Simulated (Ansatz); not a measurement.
Geometry optimisation, Ansatz 0.2.0, RKS PBE0-D4/def2-SVP.

input.yaml

```yaml
crystal:
  periodic: [false, false, false]
  atoms:
    - { symbol: O, position_ang: [-0.3397, 0.4481, 2.2029] }
    - { symbol: C, position_ang: [0.7412, 0.6103, 1.755] }
    - { symbol: O, position_ang: [1.201, 0.0668, 0.6005] }
    - { symbol: C, position_ang: [0.3782, -0.7418, -0.1423] }
    - { symbol: Si, position_ang: [-0.8071, 0.099, -1.39] }
    - { symbol: H, position_ang: [1.5404, 1.2151, 2.2401] }
    - { symbol: H, position_ang: [0.9521, -1.4644, -0.6869] }
    - { symbol: H, position_ang: [-0.2557, -1.341, 0.5465] }
    - { symbol: H, position_ang: [-1.6738, 1.137, -0.6788] }
    - { symbol: H, position_ang: [0.0097, 0.8005, -2.3809] }
    - { symbol: H, position_ang: [-1.6809, -0.8867, -2.0456] }
basis:
  gaussian: { orbitals: def2-SVP }
hamiltonian:
  xc: pbe0
  dispersion: d4
relax:
  f_tol: 0.015
  max_steps: 40
```

Launched with:

```bash
$ ansatz run input.yaml --threads 2 --pin off --max-ram 3072MiB --backend cpu --events-out ev --progress --plain --runs-dir out
```

**Question.** Where does it end, and by what steps?

**Answer.** The run converged. After 8 steps the energy has fallen by 0.171 eV; H6 moved furthest, 0.11 Å.

```tsv
step	energy less start (eV)	largest force component (eV/Å)	accepted
0	0.0000	2.394	yes
1	-0.1347	1.030	yes
2	-0.1116	0.993	no
3	-0.1617	0.452	yes
4	-0.1687	0.083	yes
5	-0.1688	0.184	yes
6	-0.1703	0.048	yes
7	-0.1706	0.041	yes
8	-0.1708	0.012	yes
```

```xyz
11
Properties=species:S:1:pos:R:3
O -0.331 0.342 2.222
C 0.728 0.599 1.727
O 1.185 0.118 0.573
C 0.329 -0.786 -0.135
Si -0.794 0.135 -1.366
H 1.490 1.278 2.161
H 0.993 -1.482 -0.668
H -0.283 -1.358 0.580
H -1.604 1.158 -0.647
H 0.041 0.806 -2.407
H -1.689 -0.867 -2.019
```

Whether the end is a true minimum wasn't checked by a vibrational analysis.

Time of the run: 25 s on 2 threads of Arm Neoverse V1 (shared host), peak memory 0.22 GiB.
